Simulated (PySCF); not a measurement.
AlCu and its ions

PBE0; Al def2-TZVPPD, Cu def2-TZVPPD; no relativity (PySCF 2.14). Neutral (UKS): singlet (closed shell), Re = 2.409 Å, ωe = 272 cm⁻¹, De = 2.00 eV, HOMO -4.91 eV, LUMO -2.06 eV.

AlCu⁺ (UKS): doublet (σ ↑), Re = 2.447 Å, ωe = 222 cm⁻¹, De = 1.34 eV to Al⁺ + Cu (3d10 4s1). The energies at the minima are -1882.56716 hartree for AlCu and -1882.31924 for AlCu⁺.

**Question.** Work out the adiabatic ionisation energy, without and with harmonic zero-point energies (1 hartree = 27.2114 eV, 1 eV = 8065.5 cm⁻¹), and the change of the bond length.

**Answer.** At PBE0: 0.24792 hartree = 6.746 eV between the minima; the zero-point term (222.0 − 272.0)/2 cm⁻¹ = -0.003 eV makes it 6.743 eV. Re changes by +3.8 pm against the neutral. Minus the HOMO energy is 4.91 eV, -1.84 eV from the value between the minima; self-interaction puts the Kohn–Sham level too high, less so with exact exchange. The electron leaves a σ orbital, and the longer bond of the ion fits a bonding orbital, or a change in how ionic the bond is.

AlCu⁻ (UKS): doublet (π ↑), Re = 2.420 Å, ωe = 243 cm⁻¹. The energies at the minima are -1882.56716 hartree for AlCu and -1882.58987 for AlCu⁻.

**Question.** Work out the adiabatic electron affinity, without and with harmonic zero-point energies (1 hartree = 27.2114 eV, 1 eV = 8065.5 cm⁻¹), and the change of the bond length.

**Answer.** At PBE0: 0.02271 hartree = 0.618 eV between the minima; the zero-point term (272.0 − 243.0)/2 cm⁻¹ = +0.002 eV makes it 0.620 eV. Re changes by +1.1 pm against the neutral. The electron enters a π orbital, and the small change of length marks it as nearly non-bonding.

Closed-shell solutions of metal pairs were not tested for spin polarisation, which can lower them a little. For an ion De counts to the pair picked by the measured ionisation energies or electron affinities, which need not be the lowest pair at this level. The highest Kohn–Sham level is positive in this anion. Much of that is self-interaction error, but it also means that the finite basis helps to hold the extra electron. With d or f electrons several states lie close, and the lowest PBE0 determinant need not be the measured ground state.
